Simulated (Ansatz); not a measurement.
Cost and result for the atomization energy of Al2H4OSeSi (`[AlH2][Al]1[O][SiH2][Se]1`) (9 atoms, 9 bonds).

```xyz
9

Al    1.320    0.671    2.483
Al   -0.021    0.124    0.341
O     0.529   -0.552   -1.163
Si   -0.890   -0.577   -2.004
Se   -2.242    0.308   -0.360
H     0.547    1.024    3.823
H     2.908    0.669    2.473
H    -1.303   -1.951   -2.382
H    -0.849    0.284   -3.211
```

The species carries charge 0 and has multiplicity 1. Correlated methods include outer-core shells of Se, which these sets cover unevenly. Scalar relativity is left out up to krypton. The geometry is a stationary point of PBE0-D4/def2-TZVP. Program: Ansatz. All runs use 4 threads of a server CPU on a shared host. Times are those of one run each, without the atoms' runs, and a repeat can differ threefold. Electronic energies, without spin–orbit coupling; frozen cores. CCSD(T)/CBS adds CCSD(T) − MP2 in def2-TZVPP to the MP2 limit, and its time is that of the two runs behind it. T1 = 0.012. With those shells the extrapolation isn't a true limit. B3LYP takes the VWN-RPA correlation (the form of Gaussian; ORCA's B3LYP/G).

CCSD(T)/CBS is a level of theory with its own doubt, some kJ/mol a heavy atom from the limit and from the frozen cores, so smaller differences don't rank the functionals.

```json
{"level": "LDA (SPW92)/def2-TZVPP", "functions": "261", "wall time": "1.6 s"}
{"level": "PBE0-D4/def2-TZVPP", "functions": "261", "wall time": "4.4 s"}
{"level": "BHLYP-D4/def2-TZVPP", "functions": "261", "wall time": "4.5 s"}
{"level": "B3LYP-D4/def2-TZVPP (with forces)", "functions": "261", "wall time": "6.5 s"}
{"level": "CCSD(T)/def2-SVP", "functions": "120", "wall time": "6.5 s"}
{"level": "r2SCAN-D4/def2-TZVPP (with forces)", "functions": "261", "wall time": "7 s"}
{"level": "B2PLYP/def2-TZVPP", "functions": "261", "wall time": "7 s"}
{"level": "PBE-QIDH/def2-TZVPP", "functions": "261", "wall time": "7.5 s"}
{"level": "ωB97X-V/def2-TZVPP", "functions": "261", "wall time": "11 s"}
{"level": "B97M-V/def2-TZVPP", "functions": "261", "wall time": "11 s"}
{"level": "MP2/def2-QZVPP", "functions": "476", "wall time": "25 s"}
{"level": "CCSD(T)/def2-TZVPP", "functions": "261", "wall time": "3 min"}
{"level": "CCSD(T)/CBS(def2)", "functions": "–", "wall time": "3.4 min"}
```

Q: What atomization energy does each give, and how far from CCSD(T)/CBS? (An estimate is asked.)

A: The calculation gave: 
| level | atomization (kcal/mol) | difference from CCSD(T)/CBS | per bond |
| --- | --- | --- | --- |
| LDA (SPW92)/def2-TZVPP | 752.5 | 76.0 | 8.4 |
| PBE0-D4/def2-TZVPP | 661.7 | -14.8 | -1.6 |
| BHLYP-D4/def2-TZVPP | 650.6 | -25.9 | -2.9 |
| B3LYP-D4/def2-TZVPP (with forces) | 662.2 | -14.3 | -1.6 |
| CCSD(T)/def2-SVP | 615.4 | -61.1 | -6.8 |
| r2SCAN-D4/def2-TZVPP (with forces) | 675.6 | -0.9 | -0.1 |
| B2PLYP/def2-TZVPP | 657.7 | -18.8 | -2.1 |
| PBE-QIDH/def2-TZVPP | 664.4 | -12.1 | -1.3 |
| ωB97X-V/def2-TZVPP | 677.1 | 0.6 | 0.1 |
| B97M-V/def2-TZVPP | 678.8 | 2.3 | 0.3 |
| MP2/def2-QZVPP | 680.0 | 3.5 | 0.4 |
| CCSD(T)/def2-TZVPP | 653.2 | -23.3 | -2.6 |
| CCSD(T)/CBS(def2) | 676.5 | 0.0 | 0.0 |

In def2-TZVPP, CCSD(T) changes the Hartree–Fock value by +163.6 kcal/mol (the triples alone add +11.3 kcal/mol) and MP2 by +176.5 kcal/mol; breaking electron pairs costs correlation energy, which Hartree–Fock lacks. At CCSD(T), def2-SVP lies −61.2 kcal/mol from the extrapolated value and def2-TZVPP −23.4 kcal/mol: correlation converges slowly with the basis, and small sets miss more of it in the bonded molecule than in its fragments. The D4 term adds +10.1 kcal/mol with B3LYP and +5.3 kcal/mol with PBE0; it sums over pairs of atoms, weighted by their polarisabilities, and B3LYP, whose exchange is more repulsive, gets the larger term.
